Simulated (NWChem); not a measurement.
# C₃H₅FSi; SMILES [C@@H](C#C)([SiH3])F

Q: Give the equilibrium geometry at PBE-D3(BJ)/def2-SVP (NWChem) as an XYZ file, with the point group.

A: point group C1; any orientation.
```
10

C      0.7801    -2.3615     0.1719
C      0.1782    -1.3380    -0.1242
C     -0.4843    -0.0858    -0.4489
F     -1.7162     0.0450     0.2190
Si     0.6025     1.4261     0.0669
H      1.3039    -3.2726     0.4259
H     -0.6839    -0.0399    -1.5453
H     -0.1471     2.6828    -0.2738
H      0.8468     1.3505     1.5443
H      1.9013     1.3815    -0.6882
```
